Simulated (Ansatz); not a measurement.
# Worked example: the barrier

An elementary step of Si2H8O2, singlet (SiH₄O₂ ([OH][SiH2][OH]) + SiH₄ → Si₂H₆O ([OH][SiH2][SiH3]) + H₂O; bonds formed: Si1–Si7, O2–H6; bonds broken: Si1–O2, H6–Si7). “Start” is the structure reached by relaxing down from the saddle towards the reactants; PBE0-D4/def2-TZVP structures. The saddle:

```json
{"atom": "Si1", "x (Å)": "-0.4377", "y (Å)": "-0.7511", "z (Å)": "0.5192"}
{"atom": "O2", "x (Å)": "1.1125", "y (Å)": "0.0759", "z (Å)": "1.2461"}
{"atom": "H3", "x (Å)": "0.2396", "y (Å)": "-2.0720", "z (Å)": "0.4016"}
{"atom": "H4", "x (Å)": "-1.5513", "y (Å)": "-0.8401", "z (Å)": "-0.4790"}
{"atom": "O5", "x (Å)": "-1.3442", "y (Å)": "-0.4069", "z (Å)": "1.8421"}
{"atom": "H6", "x (Å)": "0.8836", "y (Å)": "0.5195", "z (Å)": "0.1375"}
{"atom": "Si7", "x (Å)": "0.0822", "y (Å)": "0.8890", "z (Å)": "-1.5125"}
{"atom": "H8", "x (Å)": "1.8792", "y (Å)": "-0.5097", "z (Å)": "1.1977"}
{"atom": "H9", "x (Å)": "-0.8549", "y (Å)": "-0.1601", "z (Å)": "2.6289"}
{"atom": "H10", "x (Å)": "0.0194", "y (Å)": "-0.2112", "z (Å)": "-2.5145"}
{"atom": "H11", "x (Å)": "-1.1985", "y (Å)": "1.6427", "z (Å)": "-1.5251"}
{"atom": "H12", "x (Å)": "1.1703", "y (Å)": "1.8243", "z (Å)": "-1.9419"}
```

Computed with Ansatz 0.2.0 (basis: def2-TZVPP and def2-QZVPP); correlated methods freeze the cores.

Energies in eV:

| quantity | saddle | start |
| --- | --- | --- |
| Hartree–Fock, triple zeta (X = 3) | -19926.47275 | -19930.41945 |
| Hartree–Fock, quadruple zeta (X = 4) | -19927.18120 | -19931.14113 |
| MP2 correlation, X = 3 | -21.60147 | -20.58714 |
| MP2 correlation, X = 4 | -23.25237 | -22.21195 |
| CCSD(T) correlation, X = 3 | -23.59321 | -22.59744 |

Question: Work out the barrier at the basis limit: extrapolate Hartree–Fock as E(X) = E∞ + A exp(−7.88 √X) and the MP2 correlation as E(X) = E∞ + B X^−2.97 (the exponents that Neese and Valeev fitted for def2-TZVPP and QZVPP), then add CCSD(T) − MP2 in triple zeta.

Answer: Each step is linear, so take the differences first (saddle − start): Hartree–Fock 3.94670 (X = 3) and 3.95993 (X = 4); MP2 correlation -1.01433 and -1.04042; CCSD(T) correlation -0.99577.
Two points give E∞ = E(4) + w [E(4) − E(3)], with w = 1/(exp(7.88 (2 − √3)) − 1) = 0.1377 for Hartree–Fock and w = 1/((4/3)^2.97 − 1) = 0.7407 for the correlation.
Hartree–Fock: 3.95993 + 0.1377 × 0.01323 = 3.9618 eV.
MP2 correlation: -1.04042 + 0.7407 × (-0.02609) = -1.0597 eV.
CCSD(T) − MP2: -0.99577 − (-1.01433) = 0.0186 eV.
Sum: 3.9618 + (-1.0597) + 0.0186 = 2.9207 eV, or 67.35 kcal/mol. Plain CCSD(T) in triple zeta gives 2.9509 eV, so the larger basis shifts the result by -0.0302 eV.

The T1 diagnostic stays at or below 0.014.

Labels in which every atom is bracketed show which atoms are joined, not bond orders.

For scale, one of the runs: CCSD(T)/def2-TZVPP, 258 basis functions, launched by `ansatz run in.yaml --threads 4 --pin off --events-out ev --progress --plain --max-ram 9574MiB`. Hardware: 4 CPU threads of an Arm Neoverse V2, shared host. Wall time 2.2 min; peak host memory 5.7 GiB.
